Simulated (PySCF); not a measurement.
A GIAO shielding run with PySCF 2.14 (density fitting, non-relativistic, gas phase) on SMILES O=C(CC[SiH3])C[SiH2]O, C$_{4}$H$_{12}$O$_{2}$Si$_{2}$:

```
$ OMP_NUM_THREADS=1 python probes_run.py task.json out

{"job": {"kind": "nmr", "xc": "PBE0", "basis": "pcSseg-1"}, "charge": 0, "multiplicity": 1}
O      0.354397     1.326603     0.738791
C      0.263224     0.113987     0.820082
C     -1.051469    -0.605945     0.641638
C     -2.139581     0.290709     0.062343
Si    -1.766081     0.858307    -1.716375
C      1.453328    -0.742714     1.008747
Si     2.409835    -0.609902    -0.663856
O      2.499596     0.957353    -1.031135
H     -0.883533    -1.478945     0.005677
H     -1.345046    -0.979432     1.630208
H     -2.253897     1.161679     0.708830
H     -3.089639    -0.246915     0.088246
H     -1.503797    -0.343471    -2.520416
H     -0.618405     1.754155    -1.802166
H     -2.964871     1.528509    -2.227444
H      2.102164    -0.321419     1.773857
H      1.198026    -1.763987     1.269190
H      3.767546    -1.101431    -0.471636
H      1.659687    -1.345589    -1.682058
H      1.903368     1.559127    -0.570022
```

Hardware: 1 thread of an Arm Neoverse N1, shared host. The job also computes population analyses, field gradients.

**Question.** How large is the calculation?

**Answer.** 80 electrons, 210 basis functions and 1136 auxiliary functions.

**Question.** How long does it take, and how much memory does it need?

**Answer.** 71 s of wall time, with 14 SCF cycles and 5 response iterations; peak memory 1 GiB. Times on a shared host scatter by some tens of per cent.
